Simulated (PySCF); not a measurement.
**GeH⁺: energy against distance**

Set-up: basis Ge cc-pVDZ-PP with ECP10, H cc-pVDZ; scalar-relativistic core potentials; PySCF 2.14. Energies in eV from Ge⁺ + H in their ground configurations at the same level. State: ¹Σ⁺ (singlet), closed shell.

All columns are PW91. A positive dipole points towards H; it is taken about the centre of mass and depends on that origin.

```csv
R (Å),E (eV),μ (D),Mulliken charge on Ge (basis-dependent),HOMO (eV),LUMO (eV),Mayer bond order,⟨S²⟩
1.374,-2.468,0.71,0.99,-14.18,-11.27,0.94,0.00
1.438,-2.747,0.59,0.97,-14.14,-11.25,0.95,0.00
1.502,-2.916,0.48,0.96,-14.08,-11.24,0.96,0.00
1.550,-2.985,0.40,0.96,-14.03,-11.24,0.96,0.00
1.598,-3.014,0.32,0.96,-13.97,-11.23,0.96,0.00
1.646,-3.010,0.25,0.95,-13.90,-11.23,0.97,0.00
1.710,-2.963,0.15,0.95,-13.80,-11.23,0.97,0.00
1.790,-2.853,0.05,0.95,-13.66,-11.24,0.98,0.00
1.886,-2.669,-0.06,0.95,-13.48,-11.25,0.98,0.00
2.014,-2.368,-0.16,0.95,-13.24,-11.26,0.99,0.00
```

A fit through these points gives, at Re = 1.615 Å, μ = 0.29 D and dμ/dR = -1.56 D/Å; the reduced mass is 0.9943 u.

Question: How strong is the fundamental in the double-harmonic approximation, I = 42.26·(dμ/dR)²/μred km/mol?

Answer: I = 42.26·(-1.56)²/0.9943 = 103 km/mol at PW91.

For an ion De counts to the pair picked by the measured ionisation energies or electron affinities, which need not be the lowest pair at this level.
